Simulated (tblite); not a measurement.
C3H5BrFSi (doublet state).
SMILES with atom numbers: `[F:1][C@@H:2]1[SiH2:3][CH:4][C@@H:5]1[Br:6]` (hydrogens: H7 on C2; H8, H9 on Si3; H10 on C4; H11 on C5)

Computed with GFN2-xTB (tblite), gas phase: L-BFGS steps from a force-field or distance-geometry start until the largest atomic force falls under 0.01 eV/Å.

Step 6: E = -527.5272 eV
```
atom  x, y, z in Å  |  force x, y, z in eV/Å
F1     -0.5443   -1.7636   -0.3849    0.231  -0.083  -0.019
C2     -0.1959   -0.4857   -0.7760   -0.560  -0.088  -0.276
Si3     1.4944    0.1068    0.0833    0.093  -0.605  -0.281
C4      0.0584    0.2494    1.2701   -0.383  -0.483   0.082
C5     -0.8955    0.5289    0.1313    0.240  -0.023  -0.074
Br6    -2.8269    0.4988    0.4135   -0.011  -0.351   0.098
H7     -0.4604   -0.4905   -1.8525    0.302   0.457   0.364
H8      1.7482    1.3923   -0.5682    0.230  -0.063   0.080
H9      2.5847   -0.8836    0.1247   -0.339   0.318  -0.019
H10    -0.2248   -0.6706    1.8130    0.145   0.757   0.155
H11    -0.7327    1.5206   -0.2803    0.052   0.165  -0.111
```

Step 7: E = -527.5846 eV
```
atom  x, y, z in Å  |  force x, y, z in eV/Å
F1     -0.5314   -1.7764   -0.4164    0.163   0.084  -0.035
C2     -0.1941   -0.4880   -0.7873   -0.665   0.040  -0.316
Si3     1.4891    0.0796    0.0775    0.177  -0.519  -0.131
C4      0.0477    0.2598    1.2659   -0.148  -0.560   0.095
C5     -0.9054    0.5284    0.1232    0.332  -0.111   0.029
Br6    -2.8307    0.4811    0.4202   -0.089  -0.382   0.090
H7     -0.4645   -0.4573   -1.8631    0.331   0.312   0.400
H8      1.7687    1.3681   -0.5549    0.209  -0.036   0.045
H9      2.6069   -0.8942    0.1203   -0.508   0.366  -0.016
H10    -0.2130   -0.6299    1.8775    0.038   0.891  -0.118
H11    -0.7681    1.5313   -0.2888    0.160  -0.085  -0.043
```

Step 8: E = -527.6426 eV
```
atom  x, y, z in Å  |  force x, y, z in eV/Å
F1     -0.5160   -1.7882   -0.4470    0.023   0.194  -0.080
C2     -0.2021   -0.4893   -0.8000   -0.485   0.169  -0.200
Si3     1.4810    0.0462    0.0680    0.174  -0.229   0.007
C4      0.0378    0.2628    1.2605    0.183  -0.419   0.005
C5     -0.9108    0.5271    0.1156    0.238  -0.173   0.142
Br6    -2.8352    0.4560    0.4286   -0.120  -0.377   0.077
H7     -0.4624   -0.4184   -1.8687    0.251   0.142   0.228
H8      1.7925    1.3431   -0.5405    0.159  -0.079   0.039
H9      2.6207   -0.8995    0.1158   -0.547   0.282  -0.016
H10    -0.2022   -0.5774    1.9394   -0.116   0.808  -0.242
H11    -0.7983    1.5403   -0.2976    0.240  -0.318   0.040
```

Step 9: E = -527.6944 eV
```
atom  x, y, z in Å  |  force x, y, z in eV/Å
F1     -0.5030   -1.7945   -0.4756   -0.126   0.213  -0.123
C2     -0.2159   -0.4863   -0.8125   -0.117   0.204   0.016
Si3     1.4753    0.0151    0.0605    0.044   0.125   0.057
C4      0.0351    0.2592    1.2544    0.412  -0.131  -0.165
C5     -0.9118    0.5224    0.1123    0.044  -0.172   0.207
Br6    -2.8414    0.4271    0.4373   -0.080  -0.346   0.071
H7     -0.4565   -0.3826   -1.8713    0.116   0.032  -0.060
H8      1.8160    1.3195   -0.5273    0.107  -0.124   0.039
H9      2.6231   -0.9000    0.1117   -0.428   0.086  -0.009
H10    -0.1961   -0.5180    1.9886   -0.243   0.548  -0.147
H11    -0.8195    1.5408   -0.3040    0.271  -0.435   0.113
```

Q: Estimate the geometry and energy of step 10. (The exact step hangs on the optimiser's Hessian estimate; all steps are aligned on step 9, rigid shifts and turns removed.)

A: E = -527.7408 eV, largest force 0.533 eV/Å
```
atom  x, y, z in Å  |  force x, y, z in eV/Å
F1     -0.4935   -1.7953   -0.5108   -0.240   0.175  -0.143
C2     -0.2291   -0.4781   -0.8260    0.233   0.135   0.157
Si3     1.4731   -0.0129    0.0576   -0.150   0.417   0.009
C4      0.0412    0.2553    1.2455    0.409   0.061  -0.186
C5     -0.9127    0.5124    0.1140   -0.122  -0.118   0.192
Br6    -2.8504    0.3927    0.4473    0.007  -0.316   0.079
H7     -0.4513   -0.3475   -1.8780    0.012  -0.014  -0.265
H8      1.8419    1.2922   -0.5131    0.074  -0.099   0.016
H9      2.6205   -0.9015    0.1071   -0.217  -0.163   0.009
H10    -0.1942   -0.4456    2.0384   -0.279   0.346  -0.036
H11    -0.8401    1.5311   -0.3078    0.273  -0.426   0.167
```

The energy changes by -0.0463 eV. The first-order estimate −F·Δx gives -0.0620 eV and the mean of the old and new forces, exact on a quadratic surface, -0.0469 eV. The step makes an angle of 66° with the force vector and moves no atom by more than 0.088 Å.

The cost below is that of the whole relaxation. Time: 0.34 s wall. Hardware: an Arm Neoverse V2 with one thread, no GPU, on a shared host.
